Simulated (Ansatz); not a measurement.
`[OH][Cd][Cl]` + CH₃SH → `C[S][Cd][OH]` + HCl at 500 K and 1 bar (ligand exchange at a Cd–Cl bond).

Program: Ansatz. Geometries: PBE0-D4/def2-TZVP. ΔE: electronic, gas phase. CCSD(T)/CBS adds triple-zeta CCSD(T) − MP2 to the extrapolated MP2 energy (def2 sets, frozen cores). This one scheme is used for every species. def2 core potentials past Kr. For Cd outer-core shells are correlated without core-valence functions, which leaves a few kJ/mol of doubt a bond. Each species was taken in one conformer, which may not be the lowest.

| species | CCSD(T)/CBS energy (Eh) | H − E (kJ/mol) | S (J/(mol·K)) |
| --- | --- | --- | --- |
| `[OH][Cd][Cl]` | -703.31715 | 63.9 | 333.1 |
| CH₃SH | -438.22835 | 145.1 | 283.7 |
| `C[S][Cd][OH]` | -681.14943 | 177.6 | 413.3 |
| HCl | -460.38127 | 32.5 | 201.9 |

H − E and S are ideal-gas, rigid-rotor, harmonic terms from PBE0-D4/def2-TZVP, for one conformer and one mirror image of each species. 1 Eh = 2625.50 kJ/mol, R = 8.31446 J/(mol·K).

Question: By hand: ΔE, ΔH, ΔS and ΔG.

Answer: ΔE = (-681.14943) + (-460.38127) − (-703.31715) − (-438.22835) = 0.01480 Eh = 38.9 kJ/mol. Δ(H − E) = 177.6 + 32.5 − 63.9 − 145.1 = 1.1, so ΔH = 40.0 kJ/mol. ΔS = 413.3 + 201.9 − 333.1 − 283.7 = -1.6 J/(mol·K). ΔG = 40.0 − 500 × (-1.6)/1000 = 40.8 kJ/mol.

Question: By hand: the equilibrium constant, and the temperature at which ΔG would vanish if ΔH and ΔS stayed fixed.

Answer: log₁₀ K = −ΔG/(RT ln 10) = -4.3. ΔH and −TΔS have one sign here, so there is no such temperature.

The number of gas molecules stays the same, so ΔS is small and ΔH decides. A doubt of 5 kJ/mol in ΔE shifts log₁₀ K by 0.5 here. Other conformers and mirror images would add mixing entropy, several J/(mol·K) or more a flexible species. These are equilibria of isolated gas molecules and say nothing of rates. Largest T1 diagnostic: 0.015 (customary marks: 0.02 for closed shells, 0.045 for open ones).

ΔS is within the doubt of such terms, so its sign, and with it that verdict, could turn.
